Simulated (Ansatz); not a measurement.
Geometry optimisation, RKS BLYP/STO-3G in Ansatz.

The input (input.yaml):

```yaml
crystal:
  periodic: [false, false, false]
  atoms:
    - { symbol: O, position_ang: [-1.964, 0.0988, -0.5576] }
    - { symbol: Si, position_ang: [-0.5305, -0.5654, -0.6923] }
    - { symbol: C, position_ang: [0.4127, -0.328, 0.9022] }
    - { symbol: C, position_ang: [1.0299, 0.4149, -0.2739] }
    - { symbol: Cl, position_ang: [0.8416, 2.1388, -0.3179] }
    - { symbol: H, position_ang: [-2.0084, 1.1043, -0.3445] }
    - { symbol: H, position_ang: [-0.4882, -2.0113, -0.9763] }
    - { symbol: H, position_ang: [-0.0697, 0.2141, 1.6729] }
    - { symbol: H, position_ang: [0.9665, -1.2057, 1.2783] }
    - { symbol: H, position_ang: [1.8933, 0.0884, -0.6879] }
basis:
  gaussian: { orbitals: STO-3G }
hamiltonian:
  xc: blyp
relax:
  f_tol: 0.02
  max_steps: 40
scf:
  lower_state_search: "off"
output:
  orbitals: {}
```

Command:

```bash
$ ansatz run input.yaml --threads 1 --pin off --max-ram 2048MiB --backend cpu --events-out ev --progress --plain --runs-dir out
```

**Question.** Where does it end, and by what steps?

**Answer.** The run converged. Limits of this set-up: minimal basis. After 6 steps the energy has fallen by 1.440 eV; H7 moved furthest, 0.29 Å.

```tsv
step	energy less start (eV)	largest force component (eV/Å)	accepted
0	0.0000	5.308	yes
1	-1.1185	2.731	yes
2	-1.4024	0.452	yes
3	-1.4340	0.221	yes
4	-1.4389	0.140	yes
5	-1.4403	0.028	yes
6	-1.4404	0.005	yes
```

```xyz
10
Properties=species:S:1:pos:R:3
O -2.145 0.082 -0.768
Si -0.605 -0.652 -0.532
C 0.429 -0.368 0.998
C 0.959 0.357 -0.322
Cl 0.928 2.226 -0.306
H -2.029 1.018 -0.330
H -0.557 -1.922 -1.241
H 0.050 0.315 1.779
H 1.103 -1.134 1.420
H 1.951 0.027 -0.695
```

The run took 12 s on 1 thread of Arm Neoverse V2, on a shared host, peak memory 0.13 GiB.
